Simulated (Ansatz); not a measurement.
Bond stretch in AlH, singlet.

Method: full CI/cc-pVDZ, frozen core run with Ansatz (a first-principles code).

Question: Relative to R = 1.66 Å, what are the energies at R = 1.35, 2.74, 3.74, 5.78 Å?

Answer: 72.4 kJ/mol at 1.35 Å, 168.5 kJ/mol at 2.74 Å, 262.7 kJ/mol at 3.74 Å, 283.5 kJ/mol at 5.78 Å.
